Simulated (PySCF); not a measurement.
# Field gradients at the hydrogen positions

Compound: C6H8OSSi.
Z-matrix (Å and degrees, GFN2-xTB geometry), rows numbered from 1:
```
C 
C   1  1.3294
C   2  1.4413  1  124.21
C   3  1.3743  2  129.62  1   179.07
C   4  1.4154  3  106.21  2  -179.80
S   5  1.7547  4  129.91  3   179.99
Si  6  2.1513  5  103.35  4    -1.49
C   5  1.3686  4  105.81  3    -0.03
O   8  1.3410  5  110.68  4     0.05
H   1  1.0754  2  121.69  3  -179.88
H   1  1.0765  2  121.12  3    -0.03
H   2  1.0811  1  121.31  3   179.90
H   4  1.0711  3  126.51  2     0.31
H   7  1.4584  6  108.73  5    61.00
H   7  1.4582  6  108.47  5   -60.10
H   7  1.4511  6  101.59  5  -179.73
H   8  1.0708  5  131.10  4  -179.89
```

Level: PBE0/pcSseg-1 (PySCF, non-relativistic); Q(2H) = 0.00286 b; rigid geometry, the same for H and D, with no vibrational averaging.

Task: Rank these positions by the coupling χzz of a deuteron there, largest first.
A. H12 (vinylic hydrogen)
B. H11 (vinylic hydrogen)
C. H13 (aromatic hydrogen)
D. H16 (Si–H hydrogen)
E. H17 (aromatic hydrogen)

Result: C (234 kHz), E (230 kHz), B (225 kHz), A (218 kHz), D (114 kHz).

Task: Tabulate Vzz, the asymmetry η and χzz = 234.96 MHz × Q × Vzz for every hydrogen position.

Result: 
| atom | bonded to | bond length (Å) | Vzz (au) | η | χzz (kHz) |
| --- | --- | --- | --- | --- | --- |
| H10 | C1 | 1.075 | 0.3401 | 0.05 | 229 |
| H11 | C1 | 1.076 | 0.3347 | 0.05 | 225 |
| H12 | C2 | 1.081 | 0.3245 | 0.08 | 218 |
| H13 | C4 | 1.071 | 0.3483 | 0.10 | 234 |
| H14 | Si7 | 1.458 | 0.1642 | 0.01 | 110 |
| H15 | Si7 | 1.458 | 0.1644 | 0.01 | 110 |
| H16 | Si7 | 1.451 | 0.1700 | 0.03 | 114 |
| H17 | C8 | 1.071 | 0.3422 | 0.12 | 230 |

Task: Average by the element that carries the hydrogen.

Result: on C: 227 kHz over 5 positions, mean bond length 1.075 Å; on Si: 112 kHz over 3 positions, mean bond length 1.456 Å.

Geometry: GFN2-xTB, one conformer, isolated molecule. GFN2-xTB bond lengths can be off by several hundredths of an ångström, more for odd bonds, and the gradients follow them. A larger basis could move these couplings by a tenth or more.
